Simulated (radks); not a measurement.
Ar4+, 14 electrons, occupied as [Ne] 3s2 3p2 (the NIST ground configuration). Calculated with a radial shooting solver on a logarithmic mesh with Libxc functionals: scalar-relativistic Kohn-Sham, r2SCAN, spin-polarised, spherical densities, finite nucleus; open shells are filled with parallel spins first; meta-GGA in the generalised Kohn-Sham scheme; Fermi nuclear charge, rms radius 3.4274 fm.

Radial electron density D(r) = 4 pi r^2 rho(r):

```
   r/bohr * D(r) (the largest magnitude, 21, reaches the edge; | marks zero)
 0.005886 |   *
 0.006479 |   *
 0.007132 |    *
 0.007788 |     *
 0.008573 |      *
 0.009437 |       *
  0.01031 |         *
  0.01134 |          *
  0.01249 |            *
  0.01363 |              *
  0.01501 |                *
  0.01652 |                   *
  0.01804 |                     *
  0.01986 |                        *
  0.02186 |                           *
  0.02387 |                              *
  0.02628 |                                  *
  0.02892 |                                     *
  0.03158 |                                        *
  0.03477 |                                            *
  0.03827 |                                               *
  0.04179 |                                                 *
    0.046 |                                                   *
  0.05063 |                                                     *
  0.05529 |                                                      *
  0.06086 |                                                      *
    0.067 |                                                     *
  0.07316 |                                                    *
  0.08053 |                                                 *
  0.08864 |                                               *
   0.0968 |                                            *
   0.1066 |                                         *
   0.1173 |                                       *
   0.1291 |                                     *
    0.141 |                                     *
   0.1552 |                                     *
   0.1708 |                                       *
   0.1865 |                                          *
   0.2053 |                                             *
    0.226 |                                                 *
   0.2468 |                                                   *
   0.2717 |                                                      *
   0.2991 |                                                      *
   0.3266 |                                                     *
   0.3595 |                                                 *
   0.3957 |                                            *
   0.4321 |                                       *
   0.4756 |                                *
   0.5236 |                         *
   0.5717 |                   *
   0.6293 |              *
   0.6927 |           *
   0.7564 |         *
   0.8327 |         *
   0.9166 |         *
    1.001 |         *
    1.102 |         *
    1.213 |         *
    1.324 |        *
    1.458 |       *
    1.605 |     *
    1.752 |   *
    1.929 |  *
    2.123 | *
    2.318 |*
    2.552 |*
    2.809 *
    3.068 *
    3.377 *
    3.717 *
    4.059 *
    4.468 *
```

D(r) has 3 maxima, at r = 0.0585, 0.292, 1.08 bohr, and minima at 0.141, 0.853 bohr, inside which lie 2.17, 10.44 electrons.
